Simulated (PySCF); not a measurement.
Compound: 1-phenylaziridine, C8H9N.
Bonds: C1–C2 (aromatic), C2–C3 (aromatic), C3–C4 (aromatic), C4–N5, N5–C6, C6–C7, C4–C8 (aromatic), C8–C9 (aromatic), C1–C9 (aromatic), N5–C7. Hydrogens: H10 on C1; H11 on C2; H12 on C3; H13, H14 on C6; H15, H16 on C7; H17 on C8; H18 on C9.

Method: TDDFT PBE0/def2-SVPD, vertical, gas phase, core orbitals frozen in the response (PySCF 2.14.0, density-fitted response routines). Geometry: GFN2-xTB, one conformer, isolated molecule. Torsions of this conformer, `[cH:1]1[cH:2][cH:3][c:4]([N:5]2[CH2:6][CH2:7]2)[cH:8][cH:9]1`: C3–C4–N5–C6 -54°.

| state | E (eV) | λ (nm) | ν̃ (cm⁻¹) | f | symmetry | main configurations (H = HOMO, L = LUMO) |
| --- | --- | --- | --- | --- | --- | --- |
| S1 | 4.88 | 253.8 | 39400 | 0.024 | A″ | H→L (88%), H-1→L+1 (12%) |
| S2 | 5.47 | 226.8 | 44090 | 0.238 | A′ | H→L+1 (90%) |
| S3 | 6.01 | 206.2 | 48490 | 0.013 | A′ | H→L+2 (95%) |
| S4 | 6.27 | 197.7 | 50590 | 0.0000 | – | H→L+3 (97%) |
| S5 | 6.45 | 192.3 | 51990 | 0.020 | A′ | H→L+4 (95%) |
| S6 | 6.53 | 190.0 | 52640 | 0.113 | A″ | H-1→L+1 (65%), H-2→L (24%), H→L (8%) |

Triplets, Tamm–Dancoff:

```csv
state,E (eV),λ (nm),"main configurations (H = HOMO, L = LUMO)"
T1,3.90,318.0,"H→L+1 (77%), H-1→L (16%)"
T2,4.11,301.4,H→L (96%)
```

The lowest singlet comes at 254 nm (471 kJ/mol) in the ultraviolet; it is weak; its leading configuration is HOMO→LUMO (88%). The strongest level in the table is S2 at 5.47 eV (227 nm, f = 0.238). Löwdin shares by element: HOMO carbon 36% or more, nitrogen 27% (atoms not listed hold the other 37%); LUMO carbon 73% or more (atoms not listed hold the other 27%). The listed states span 1.64 eV, and the widest gap between neighbours is 0.58 eV (S1 to S2). Orbital energies (eV): HOMO-3 -9.38, HOMO-2 -8.50, HOMO-1 -7.26, HOMO -6.05, LUMO -0.12, LUMO+1 0.10, LUMO+2 0.94. Of the 6 states listed, 5 reach f = 0.01 and 1 stays under 0.0005. Symmetry labels in Cs follow from the direction of the transition dipole and are given only for states with f of 0.002 or more. Only the lowest 6 singlets were computed, as vertical energies without vibronic structure.

The run took 56 s wall on one thread of an Arm Neoverse V1, no GPU, shared host, and the process peaked at 1.1 GiB of memory.
